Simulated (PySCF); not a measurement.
# Löwdin shares of the frontier orbitals

Cyclo-(Me2SnS)2, C4H12S2Sn2.
Z-matrix (Å and degrees, PBE0-D3(BJ)/def2-SVP geometry), rows numbered from 1:
```
Sn
C   1  2.1452
C   1  2.1469  2  115.11
S   1  2.4447  2  111.06  3  -127.91
Sn  4  2.4439  1   84.34  2  -115.02
C   5  2.1467  4  110.99  1   115.22
C   5  2.1443  4  111.54  1  -116.02
S   5  2.4422  4   95.68  1    -0.28
H   2  1.0981  1  108.57  3  -155.90
H   2  1.0992  1  109.38  3    84.70
H   2  1.0993  1  110.27  3   -35.87
H   3  1.0985  1  108.63  2  -133.61
H   3  1.0988  1  110.92  2   -12.83
H   3  1.0990  1  108.47  2   107.73
H   6  1.0990  5  109.31  4  -138.03
H   6  1.0994  5  110.37  4   101.35
H   6  1.0982  5  108.50  4   -18.75
H   7  1.0995  5  109.71  4   -76.64
H   7  1.0993  5  109.56  4   163.29
H   7  1.0979  5  109.08  4    43.36
```

Method used: PySCF 2.14.0, density-fitted response routines, TDDFT CAM-B3LYP/def2-SVPD, vertical, gas phase, core orbitals frozen in the response, def2 core potentials past Kr. Spin–orbit coupling is left out.

Kohn–Sham orbitals with the atoms that hold most of them (Löwdin shares over 4%, at most four atoms; ? is withheld):

```json
{"orbital": "HOMO-3", "ε (eV)": "-9.07", "atoms": "S4 22%, S8 22%, Sn5 11%, Sn1 11%"}
{"orbital": "HOMO-2", "ε (eV)": "-8.56", "atoms": "S4 42%, S8 42%, Sn1 7%, Sn5 7%"}
{"orbital": "HOMO-1", "ε (eV)": "-8.12", "atoms": "S4 44%, S8 44%, Sn5 5%, Sn1 5%"}
{"orbital": "HOMO", "ε (eV)": "-7.96", "atoms": "?"}
{"orbital": "LUMO", "ε (eV)": "?", "atoms": "?"}
{"orbital": "LUMO+1", "ε (eV)": "0.28", "atoms": "S8 24%, S4 24%, Sn1 15%, Sn5 14%"}
{"orbital": "LUMO+2", "ε (eV)": "0.37", "atoms": "Sn1 20%, Sn5 18%, S8 18%, S4 17%"}
```

**Question.** Give the leading atoms of the LUMO.

**Answer.** Sn1 (bonded to 2 C and 2 S) 17%; Sn5 (bonded to 2 C and 2 S) 17%; S4 (bonded to 2 Sn) 13%; S8 (bonded to 2 Sn) 11%. By element: tin 34%, sulfur 24%.

**Question.** Which atoms hold the HOMO, and with what shares?

**Answer.** S8 (bonded to 2 Sn) 31%; S4 (bonded to 2 Sn) 30%; Sn5 (bonded to 2 C and 2 S) 6%; Sn1 (bonded to 2 C and 2 S) 6%. By element: sulfur 61%, tin 13%.

**Question.** What is the LUMO energy, and the HOMO–LUMO gap?

**Answer.** ε(LUMO) = 0.17 eV; the gap is 8.13 eV (0.2987 hartree).

**Question.** The HOMO–LUMO gap is 8.13 eV. Where does the response calculation put the lowest singlet, and from which orbitals?

**Answer.** S1 is at 4.92 eV (f = 0.0001), 3.21 eV below the gap, made of HOMO-1→LUMO+1 (93%). Its leading pair isn't HOMO and LUMO; the energies of that pair differ by 8.40 eV. 

**Question.** One configuration dominates each of S1, S2 and S5. Which, and how do the shares of the two leading atoms of either orbital change from the occupied to the empty one?

**Answer.** 
- S1 (4.92 eV, f 0.0001), HOMO-1→LUMO+1 (93%): S4 44% → 24%, S8 44% → 24%
- S2 (4.97 eV, f 0.0000), HOMO→LUMO+1 (91%): S8 31% → 24%, S4 30% → 24%
- S5 (5.54 eV, f 0.0000), HOMO-2→LUMO+1 (96%): S4 42% → 24%, S8 42% → 24%

One conformer stands for the species.
